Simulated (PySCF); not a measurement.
Compound: C3H5BO.
Cartesian coordinates in Å at the GFN2-xTB level; atoms count from 1:
```
atom  x, y, z in Å
C1     2.2303   -0.6706    0.3166
C2     1.3773    0.1749    0.2418
B3     0.2668    1.2191    0.1389
O4    -1.0076    0.9163   -0.0966
C5    -1.4871   -0.3940   -0.2816
H6     2.9915   -1.3940    0.3866
H7     0.5002    2.3621    0.2679
H8    -1.2647   -1.0182    0.5879
H9    -1.0299   -0.8534   -1.1621
H10   -2.5679   -0.3375   -0.4218
```

Vertical excitations from PySCF (density fitting, frozen core in the response, grid level 2 and gas phase unless stated; continuum runs use non-equilibrium linear response for the excitations) on a GFN2-xTB geometry. Reference run:

```json
{"settings": "PBE0/def2-SVPD, full TDDFT, 6 singlets", "S1, eV (f)": "5.13 (0.000)", "S2, eV (f)": "6.03 (0.066)", "S3, eV (f)": "6.22 (0.001)", "S4, eV (f)": "7.01 (0.000)", "S5, eV (f)": "7.25 (0.088)", "S6, eV (f)": "7.73 (0.006)", "T1, eV (Tamm–Dancoff)": "4.52", "mean α (au)": "52.1"}
```

What do these settings give: (1) X3LYP/aug-cc-pVDZ, damping 0.2 at the start, DIIS from the seventh cycle, TDA, 12 singlets; (2) revPBE/IGLO-II, TDA, 12 singlets?

| settings | S1, eV (f) | S2, eV (f) | S3, eV (f) | S4, eV (f) | S5, eV (f) | S6, eV (f) | T1, eV (Tamm–Dancoff) | mean α (au) |
| --- | --- | --- | --- | --- | --- | --- | --- | --- |
| X3LYP/aug-cc-pVDZ, damping 0.2 at the start, DIIS from the seventh cycle, TDA, 12 singlets | 5.05 (0.001) | 5.95 (0.062) | 6.18 (0.001) | 6.83 (0.000) | 7.02 (0.014) | 7.22 (0.144) | – | 53.8 |
| revPBE/IGLO-II, TDA, 12 singlets | 4.95 (0.001) | 5.58 (0.000) | 5.92 (0.093) | 6.63 (0.063) | 6.97 (0.001) | 7.04 (0.005) | 4.45 | 47.8 |

(1) S1 moves by -0.08 eV; functional, basis and response scheme change together, so the shift can't be laid on one. (2) S1 moves by -0.18 eV; functional, basis and response scheme change together, so the shift can't be laid on one. States are counted by energy in each run and needn't keep their character from row to row.

Give the leading configurations of S1 (H = HOMO, L = LUMO) and the HOMO–LUMO gap of each run.

```json
{"settings": "PBE0/def2-SVPD, full TDDFT, 6 singlets", "S1 configurations (weight)": "H→L 0.98", "S1 (eV)": "5.13", "orbital gap (eV)": "7.04", "S1 − gap (eV)": "-1.91"}
{"settings": "X3LYP/aug-cc-pVDZ, damping 0.2 at the start, DIIS from the seventh cycle, TDA, 12 singlets", "S1 configurations (weight)": "H→L 0.98", "S1 (eV)": "5.05", "orbital gap (eV)": "6.67", "S1 − gap (eV)": "-1.62"}
{"settings": "revPBE/IGLO-II, TDA, 12 singlets", "S1 configurations (weight)": "H→L 1.00", "S1 (eV)": "4.95", "orbital gap (eV)": "4.88", "S1 − gap (eV)": "+0.07"}
```

 GFN2-xTB frequencies show an imaginary mode (88i cm⁻¹), so this geometry is no minimum at that level.

One conformer stands for the species.
